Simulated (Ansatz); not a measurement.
An input meant for [SnH5]- (SnH₅⁻) (charge -1, singlet; atoms displaced at random, 0.03 Å in each coordinate).

```yaml
crystal:
  periodic: [false, false, false]
  atoms:
    - {symbol: Sn, position_ang: [0.049747, 0.086589, -0.039075]}
    - {symbol: H, position_ang: [-0.069969, -0.004260, 1.870062]}
    - {symbol: H, position_ang: [0.017995, -0.011620, -1.848778]}
    - {symbol: H, position_ang: [1.830842, 0.013509, 0.006464]}
    - {symbol: H, position_ang: [-0.913391, 1.544082, -0.041318]}
    - {symbol: H, position_ang: [-0.831199, -1.556876, -0.010982]}
basis:
  gaussian: {orbitals: def2-TZVP}
total_charge: -1
magnetization: {spin_polarized: true, initial_magnetization: 0}
hamiltonian: {xc: {name: HF}}
correlation: {active_space: {window: {electrons: 3, orbitals: 2}}}
```

```sh
$ ansatz run in.yaml --threads 4 --pin off --events-out ev --progress --plain --max-ram 3916MiB
```

Shortened log:

```
Error: invalid value for `correlation.active_space`: it starts from restricted Hartree–Fock orbitals; set hamiltonian.xc: hf without magnetization.spin_polarized
```

In the def2 sets Sn takes a core potential; there is no spin–orbit coupling. The highest occupied level of an anion often lies above zero with these methods, and sets without diffuse functions describe the outer electron poorly.
